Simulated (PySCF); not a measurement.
Isomers of C4H9FS2Si.

All values: PBE0/pcSseg-1 (PySCF) at GFN2-xTB geometries, gas phase, one conformer each.

Question: Rank by the lowest Hirshfeld charge on any atom, highest value first.
A. `[CH3:1][C@@H:2]([F:3])[C@@H:4]1[CH2:5][S:6][SiH2:7][S:8]1` with C1–C2–C4–C5 -175°, C2–C4–C5–S6 180°, C4–C5–S6–Si7 42°, C5–S6–Si7–S8 -13°, S6–Si7–S8–C4 -12°
B. `[F:1][C@@H:2]1[CH2:3][SiH2:4][CH2:5][S:6][S:7][CH2:8]1` with F1–C2–C3–Si4 -52°, C2–C3–Si4–C5 -98°, C3–Si4–C5–S6 46°, Si4–C5–S6–S7 31°
C. `[CH3:1][S:2][C@H:3]([SiH2:4][F:5])[C:6]([CH3:7])=[S:8]` with C1–S2–C3–Si4 -161°, S2–C3–Si4–F5 -67°, S2–C3–C6–C7 37°
D. `[F:1][C@@H:2]1[CH2:3][CH2:4][S:5][CH2:6][S:7][SiH2:8]1` with F1–C2–C3–C4 -57°, C2–C3–C4–S5 -68°, C3–C4–S5–C6 99°, C4–S5–C6–S7 -97°
E. `[CH3:1][CH2:2][Si:3]1([F:4])[S:5][CH2:6][CH2:7][S:8]1` with C1–C2–Si3–F4 59°, C2–Si3–S5–C6 -143°, Si3–S5–C6–C7 45°, S5–C6–C7–S8 -61°, C6–C7–S8–Si3 39°

Answer: D (-0.115 e), A (-0.129 e), B (-0.174 e), C (-0.192 e), E (-0.207 e).

Question: Rank by the highest IAO charge on any atom, highest value first.
A. `[CH3:1][CH2:2][C@@H:3]1[CH2:4][S:5][Si@@H:6]([F:7])[S:8]1` with C1–C2–C3–C4 -176°, C2–C3–C4–S5 -65°, C3–C4–S5–Si6 -38°, C4–S5–Si6–F7 -110°, S5–Si6–S8–C3 18°
B. `[CH3:1][C@@H:2]([F:3])[C@@H:4]1[CH2:5][S:6][SiH2:7][S:8]1` with C1–C2–C4–C5 -175°, C2–C4–C5–S6 180°, C4–C5–S6–Si7 42°, C5–S6–Si7–S8 -13°, S6–Si7–S8–C4 -12°
C. `[F:1][CH2:2][SiH:3]1[S:4][CH2:5][CH2:6][CH2:7][S:8]1` with F1–C2–Si3–S4 97°, C2–Si3–S4–C5 165°, Si3–S4–C5–C6 -60°, S4–C5–C6–C7 79°, C5–C6–C7–S8 -80°
D. `[CH3:1][C@:2]1([F:3])[CH2:4][SiH2:5][S:6][CH2:7][S:8]1` with C1–C2–C4–Si5 170°, C2–C4–Si5–S6 56°, C4–Si5–S6–C7 -48°, Si5–S6–C7–S8 64°
E. `[F:1][C@@H:2]1[CH2:3][CH2:4][S:5][CH2:6][S:7][SiH2:8]1` with F1–C2–C3–C4 -57°, C2–C3–C4–S5 -68°, C3–C4–S5–C6 99°, C4–S5–C6–S7 -97°
F. `[CH3:1][S:2][C@H:3]([SiH2:4][F:5])[C:6]([CH3:7])=[S:8]` with C1–S2–C3–Si4 -161°, S2–C3–Si4–F5 -67°, S2–C3–C6–C7 37°

Answer: F (+1.112 e), A (+1.023 e), C (+0.750 e), D (+0.693 e), E (+0.647 e), B (+0.627 e).

Question: Rank by the lowest IAO charge on any atom, lowest value first.
A. `[CH3:1][S:2][C@H:3]([SiH2:4][F:5])[C:6]([CH3:7])=[S:8]` with C1–S2–C3–Si4 -161°, S2–C3–Si4–F5 -67°, S2–C3–C6–C7 37°
B. `[F:1][C@@H:2]1[CH2:3][CH2:4][S:5][CH2:6][S:7][SiH2:8]1` with F1–C2–C3–C4 -57°, C2–C3–C4–S5 -68°, C3–C4–S5–C6 99°, C4–S5–C6–S7 -97°
C. `[CH3:1][CH2:2][Si:3]1([F:4])[S:5][CH2:6][CH2:7][S:8]1` with C1–C2–Si3–F4 59°, C2–Si3–S5–C6 -143°, Si3–S5–C6–C7 45°, S5–C6–C7–S8 -61°, C6–C7–S8–Si3 39°
D. `[F:1][C@@H:2]1[CH2:3][S:4][CH2:5][SiH2:6][S:7][CH2:8]1` with F1–C2–C3–S4 -78°, C2–C3–S4–C5 -104°, C3–S4–C5–Si6 75°, S4–C5–Si6–S7 -53°
E. `[F:1][CH2:2][CH2:3][C@@H:4]1[CH2:5][S:6][SiH2:7][S:8]1` with F1–C2–C3–C4 66°, C2–C3–C4–C5 -170°, C3–C4–C5–S6 180°, C4–C5–S6–Si7 42°, C5–S6–Si7–S8 -11°, S6–Si7–S8–C4 -13°

Answer: D (-0.632 e), C (-0.555 e), A (-0.534 e), B (-0.432 e), E (-0.331 e).

All values together:

```tsv
SMILES	μ (D)	HOMO (eV)	LUMO (eV)	lowest IAO charge (e)	highest IAO charge (e)	lowest Hirshfeld charge (e)	highest Hirshfeld charge (e)
F[C@@H]1CCSCS[SiH2]1	2.67	-6.82	-0.05	-0.432 (C)	+0.647 (Si)	-0.115 (F)	+0.278 (Si)
FCC[C@@H]1CS[SiH2]S1	1.82	-7.11	-0.37	-0.331 (F)	+0.628 (Si)	-0.119 (F)	+0.297 (Si)
C[C@@H](F)[C@@H]1CS[SiH2]S1	1.18	-7.18	-0.46	-0.438 (C)	+0.627 (Si)	-0.129 (C)	+0.299 (Si)
CC[C@@H]1CS[Si@@H](F)S1	2.99	-7.27	-0.46	-0.526 (F)	+1.023 (Si)	-0.200 (F)	+0.372 (Si)
F[C@@H]1CSC[SiH2]SC1	1.97	-6.62	0.12	-0.632 (C)	+0.691 (Si)	-0.168 (C)	+0.312 (Si)
CS[C@H]([SiH2]F)C(C)=S	2.03	-6.38	-2.17	-0.534 (F)	+1.112 (Si)	-0.192 (F)	+0.435 (Si)
C[C@@H](F)[C@H]1CS[SiH2]S1	1.29	-7.19	-0.50	-0.442 (C)	+0.627 (Si)	-0.131 (C)	+0.300 (Si)
F[C@@H]1C[SiH2]CSSC1	2.45	-6.90	-0.42	-0.642 (C)	+0.741 (Si)	-0.174 (C)	+0.318 (Si)
C[C@]1(F)C[SiH2]SCS1	2.25	-6.65	0.24	-0.562 (C)	+0.693 (Si)	-0.177 (C)	+0.311 (Si)
C[C@@H]1[SiH2]SCS[C@@H]1F	1.98	-6.67	0.14	-0.440 (C)	+0.680 (Si)	-0.125 (C)	+0.306 (Si)
FC[SiH]1SCCCS1	3.14	-6.91	-0.26	-0.330 (C)	+0.750 (Si)	-0.123 (F)	+0.297 (Si)
CC[Si]1(F)SCCS1	2.10	-7.14	-0.24	-0.555 (C)	+1.122 (Si)	-0.207 (F)	+0.390 (Si)
```

Conformers: `[F:1][C@@H:2]1[CH2:3][CH2:4][S:5][CH2:6][S:7][SiH2:8]1` with F1–C2–C3–C4 -57°, C2–C3–C4–S5 -68°, C3–C4–S5–C6 99°, C4–S5–C6–S7 -97°; `[F:1][CH2:2][CH2:3][C@@H:4]1[CH2:5][S:6][SiH2:7][S:8]1` with F1–C2–C3–C4 66°, C2–C3–C4–C5 -170°, C3–C4–C5–S6 180°, C4–C5–S6–Si7 42°, C5–S6–Si7–S8 -11°, S6–Si7–S8–C4 -13°; `[CH3:1][C@@H:2]([F:3])[C@@H:4]1[CH2:5][S:6][SiH2:7][S:8]1` with C1–C2–C4–C5 -175°, C2–C4–C5–S6 180°, C4–C5–S6–Si7 42°, C5–S6–Si7–S8 -13°, S6–Si7–S8–C4 -12°; `[CH3:1][CH2:2][C@@H:3]1[CH2:4][S:5][Si@@H:6]([F:7])[S:8]1` with C1–C2–C3–C4 -176°, C2–C3–C4–S5 -65°, C3–C4–S5–Si6 -38°, C4–S5–Si6–F7 -110°, S5–Si6–S8–C3 18°; `[F:1][C@@H:2]1[CH2:3][S:4][CH2:5][SiH2:6][S:7][CH2:8]1` with F1–C2–C3–S4 -78°, C2–C3–S4–C5 -104°, C3–S4–C5–Si6 75°, S4–C5–Si6–S7 -53°; `[CH3:1][S:2][C@H:3]([SiH2:4][F:5])[C:6]([CH3:7])=[S:8]` with C1–S2–C3–Si4 -161°, S2–C3–Si4–F5 -67°, S2–C3–C6–C7 37°; `[CH3:1][C@@H:2]([F:3])[C@H:4]1[CH2:5][S:6][SiH2:7][S:8]1` with C1–C2–C4–C5 -56°, C2–C4–C5–S6 -177°, C4–C5–S6–Si7 -44°, C5–S6–Si7–S8 14°, S6–Si7–S8–C4 11°; `[F:1][C@@H:2]1[CH2:3][SiH2:4][CH2:5][S:6][S:7][CH2:8]1` with F1–C2–C3–Si4 -52°, C2–C3–Si4–C5 -98°, C3–Si4–C5–S6 46°, Si4–C5–S6–S7 31°; `[CH3:1][C@:2]1([F:3])[CH2:4][SiH2:5][S:6][CH2:7][S:8]1` with C1–C2–C4–Si5 170°, C2–C4–Si5–S6 56°, C4–Si5–S6–C7 -48°, Si5–S6–C7–S8 64°; `[CH3:1][C@@H:2]1[SiH2:3][S:4][CH2:5][S:6][C@@H:7]1[F:8]` with C1–C2–Si3–S4 -179°, C2–Si3–S4–C5 48°, Si3–S4–C5–S6 -63°, S4–C5–S6–C7 72°; `[F:1][CH2:2][SiH:3]1[S:4][CH2:5][CH2:6][CH2:7][S:8]1` with F1–C2–Si3–S4 97°, C2–Si3–S4–C5 165°, Si3–S4–C5–C6 -60°, S4–C5–C6–C7 79°, C5–C6–C7–S8 -80°; `[CH3:1][CH2:2][Si:3]1([F:4])[S:5][CH2:6][CH2:7][S:8]1` with C1–C2–Si3–F4 59°, C2–Si3–S5–C6 -143°, Si3–S5–C6–C7 45°, S5–C6–C7–S8 -61°, C6–C7–S8–Si3 39°.
